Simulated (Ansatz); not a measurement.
Geometry optimisation, RKS PBE-D4/def2-SVP (Ansatz).

Input file:

```yaml
crystal:
  periodic: [false, false, false]
  atoms:
    - { symbol: F, position_ang: [-1.5206, -1.5793, 0.5598] }
    - { symbol: B, position_ang: [-0.8527, -0.3884, 1.0443] }
    - { symbol: Ge, position_ang: [0.2326, 0.7297, -0.2292] }
    - { symbol: S, position_ang: [1.15333, 2.50216, 0.88732] }
    - { symbol: H, position_ang: [-0.9039, -0.1092, 2.1725] }
    - { symbol: H, position_ang: [1.32159, -0.09953, -0.90728] }
    - { symbol: H, position_ang: [-0.72594, 1.36409, -1.32192] }
    - { symbol: H, position_ang: [1.86938, 1.57516, 1.70624] }
basis:
  gaussian: { orbitals: def2-SVP }
hamiltonian:
  xc: pbe
  dispersion: d4
relax:
  f_tol: 0.015
  max_steps: 40
```

Run as:

```bash
$ ansatz run input.yaml --threads 2 --pin off --max-ram 3072MiB --backend cpu --events-out ev --progress --plain --runs-dir out
```

Question: Where does it end, and by what steps?

Answer: The forces met the threshold. After 31 steps the energy has fallen by 0.467 eV; F1 moved furthest, 1.33 Å.

```csv
step,energy less start (eV),largest force component (eV/Å),accepted
0,0.0000,3.290,yes
2,-0.3240,1.779,yes
4,-0.3943,0.716,yes
6,-0.4131,0.094,yes
8,-0.4077,0.506,no
10,-0.4148,0.035,yes
12,-0.4172,0.149,yes
14,-0.4183,0.308,no
16,-0.4249,0.110,yes
18,-0.4303,0.252,yes
20,-0.4396,0.307,yes
22,-0.4511,0.355,yes
24,-0.4601,0.262,yes
26,-0.4607,0.200,no
28,-0.4660,0.064,yes
30,-0.4670,0.026,yes
31,-0.4671,0.006,yes
```

```xyz
8
Properties=species:S:1:pos:R:3
F -2.076 -0.469 1.033
B -0.747 -0.430 1.048
Ge 0.308 0.574 -0.421
S 0.685 2.388 0.917
H -0.173 -0.879 2.030
H 1.662 -0.015 -0.905
H -0.482 1.156 -1.619
H 1.398 1.669 1.829
```

Time of the run: 59 s on 2 threads of Arm Neoverse V1 (shared host), peak memory 0.15 GiB.
